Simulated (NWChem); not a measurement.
All runs are NWChem calculations. System: HBF2, charge 0, spin multiplicity 1, at a geometry optimised with PBE/def2-SVP. The structure started from a generated list of species. Level: EOM-CCSD/aug-cc-pVDZ, 3 core orbitals frozen.

Job file:

```
start mol
memory heap 100 mb stack 700 mb global 1900 mb
geometry units angstroms nocenter noautoz
  B      0.000000     0.000000    -0.461224
  H      0.000000     0.000000    -1.672431
  F     -1.135079     0.000000     0.221031
  F      1.135079     0.000000     0.221031
  symmetry group C2v
end
basis spherical
  * library aug-cc-pvdz
end
scf
  rhf
  nopen 0
  maxiter 100
  thresh 1e-7
  semidirect memsize 60000000 filesize 0
end
tce
  freeze core 3
  ccsd
  nroots 1
  2eorb
  2emet 13
  thresh 1e-5
  maxiter 200
  tilesize 24
  dipole
end
task tce energy
```

NWChem printed:

```
             Northwest Computational Chemistry Package (NWChem) 7.3.0
             --------------------------------------------------------

                                NWChem Input Module
                                -------------------

 Scaling coordinates for geometry "geometry" by  1.889725989
 (inverse scale =  0.529177249)

 Turning off AUTOSYM since
 SYMMETRY directive was detected!

                             Geometry "geometry" -> ""
                             -------------------------

 Output coordinates in angstroms (scale by  1.889725989 to convert to a.u.)

  No.       Tag          Charge          X              Y              Z
 ---- ---------------- ---------- -------------- -------------- --------------
    1 B                    5.0000     0.00000000     0.00000000    -0.46122400
    2 H                    1.0000     0.00000000     0.00000000    -1.67243100
    3 F                    9.0000    -1.13507900     0.00000000     0.22103100
    4 F                    9.0000     1.13507900     0.00000000     0.22103100

 Effective nuclear repulsion energy (a.u.)      61.3424363155

            Nuclear Dipole moment (a.u.)
            ----------------------------
        X                 Y               Z
 ---------------- ---------------- ----------------
     0.0000000000     0.0000000000     0.0000132281

      Symmetry information
      --------------------

 Group name             C2v
 Group number             16
 Group order               4
 No. of unique centers     3

      Symmetry unique atoms

     1    2    3


 Summary of "ao basis" -> "" (spherical)
 ------------------------------------------------------------------------------
       Tag                 Description            Shells   Functions and Types
 ---------------- ------------------------------  ------  ---------------------
 *                        aug-cc-pvdz                 on all atoms

 Summary of "ao basis" -> "ao basis" (spherical)
 ------------------------------------------------------------------------------
       Tag                 Description            Shells   Functions and Types
[...]
   0.0000093057841   0.3298292705615    8.97511     0.4     0.4
 --------------------------------------------------------------
 Iterations converged
 ------------------

 Excited state root  1
 Excitation energy / hartree =        0.329829270561548
                   / eV      =        8.975114926624347
 largest EOMCCSD amplitudes: R1 and R2

 Singles contributions
    13b2  (alpha) ---    12a1  (alpha)       -0.4724518744
    18b2  (alpha) ---     8a1  (alpha)       -0.1100376459
    18b2  (alpha) ---    12a1  (alpha)       -0.7758542874
    26b2  (alpha) ---    12a1  (alpha)       -0.1392869519
    36b2  (alpha) ---    12a1  (alpha)        0.1112629699

 Doubles contributions

 No. of initial left vectors    1

 EOM-CCSD left-hand side iterations
 --------------------------------------------------------------
      Residuum       Omega / hartree  Omega / eV    Cpu    Wall
 --------------------------------------------------------------

 Iteration   1 using    1 trial vectors
   0.5894620439948   0.5055873934910   13.75774     0.8     0.8

 Iteration   2 using    2 trial vectors
   0.1504433587410   0.4224366735048   11.49509     0.8     0.8

 Iteration   3 using    3 trial vectors
   0.1299345583440   0.4002758459262   10.89206     0.8     0.8

 Iteration   4 using    4 trial vectors
   0.1703748567219   0.3505938290146    9.54015     0.8     0.8

 Iteration   5 using    5 trial vectors
   0.0855643241734   0.3383024196971    9.20568     0.8     0.8

 Iteration   6 using    6 trial vectors
   0.0452369706140   0.3304242397495    8.99130     0.8     0.8

 Iteration   7 using    7 trial vectors
   0.0189218313465   0.3296788175550    8.97102     0.8     0.8

 Iteration   8 using    8 trial vectors
   0.0078233709167   0.3299728745292    8.97902     0.8     0.8

 Iteration   9 using    9 trial vectors
   0.0028986593723   0.3298181892591    8.97481     0.8     0.8

 Iteration  10 using   10 trial vectors
   0.0012908297602   0.3298228085446    8.97494     0.9     0.9

 Iteration  11 using   11 trial vectors
   0.0005844866547   0.3298308708662    8.97516     0.9     0.9

 Iteration  12 using   12 trial vectors
   0.0002818489491   0.3298270081939    8.97505     0.9     0.9

 Iteration  13 using   13 trial vectors
   0.0001606034264   0.3298284296273    8.97509     0.9     0.9

 Iteration  14 using   14 trial vectors
   0.0000959925328   0.3298289224414    8.97511     0.9     0.9

 Iteration  15 using   15 trial vectors
   0.0000499849593   0.3298296039048    8.97512     0.9     0.9

 Iteration  16 using   16 trial vectors
   0.0000249252298   0.3298290864789    8.97511     0.9     0.9

 Iteration  17 using   17 trial vectors
   0.0000092135200   0.3298293433052    8.97512     0.9     0.9
 --------------------------------------------------------------
 Iterations converged

 Excited state root  1
 Excitation energy / hartree =        0.329829270561548
                   / eV      =        8.975114926624347

 EOM-CCSD transition moments / hartree
 --------------------------------------------
 X    0.0000000 Y    0.4880159 Z    0.0000000
 Oscillator Strength                0.0523680
 --------------------------------------------

 EOM-CCSD dipole moments / hartree & Debye
 ------------------------------------
   X         0.0000000      0.0000000
   Y        -0.0000000     -0.0000000
   Z         0.4507166      1.1456160
 Total       0.4507166      1.1456160
 ------------------------------------

 Singles contributions
    13b2  (alpha) ---    12a1  (alpha)       -0.4724518744
    18b2  (alpha) ---     8a1  (alpha)       -0.1100376459
    18b2  (alpha) ---    12a1  (alpha)       -0.7758542874
    26b2  (alpha) ---    12a1  (alpha)       -0.1392869519
    36b2  (alpha) ---    12a1  (alpha)        0.1112629699

 Doubles contributions

 Task  times  cpu:      146.8s     wall:      146.8s

 Total times  cpu:      146.9s     wall:      146.9s
```
